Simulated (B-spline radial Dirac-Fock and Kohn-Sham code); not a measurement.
**X-ray form factors of lutetium in several charge states**

Model: relativistic Hartree-Fock (Dirac-Fock) wave functions, averaged over the configuration. Program: a radial finite-basis atomic code.

Configurations: Lu⁴⁴⁺ [Ar] 3d9; Lu⁴⁵⁺ [Ar] 3d8; Lu⁴⁶⁺ [Ar] 3d7; Lu⁴⁷⁺ [Ar] 3d6; Lu⁴⁹⁺ [Ar] 3d4; Lu⁵⁰⁺ [Ar] 3d3. The first column is f₀ of Lu⁴⁴⁺, the others are differences from it.

```
s (Å⁻¹)   Lu⁴⁴⁺  Δ Lu⁴⁵⁺  Δ Lu⁴⁶⁺  Δ Lu⁴⁷⁺  Δ Lu⁴⁹⁺  Δ Lu⁵⁰⁺
      0  27.000   -1.000   -2.000   -3.000   -5.000   -6.000
    0.1  26.941   -0.996   -1.993   -2.989   -4.983   -5.980
    0.2  26.765   -0.985   -1.971   -2.958   -4.931   -5.919
    0.3  26.475   -0.967   -1.936   -2.905   -4.847   -5.819
    0.4  26.077   -0.943   -1.888   -2.834   -4.732   -5.683
    0.5  25.576   -0.912   -1.827   -2.745   -4.587   -5.512
    0.7  24.305   -0.835   -1.676   -2.520   -4.223   -5.081
    0.9  22.743   -0.743   -1.493   -2.250   -3.783   -4.559
    1.1  20.984   -0.642   -1.293   -1.952   -3.297   -3.982
    1.4  18.185   -0.487   -0.986   -1.496   -2.548   -3.090
```

Values without a named source are computed, but for edge energies of neutral atoms, which are taken from tables.
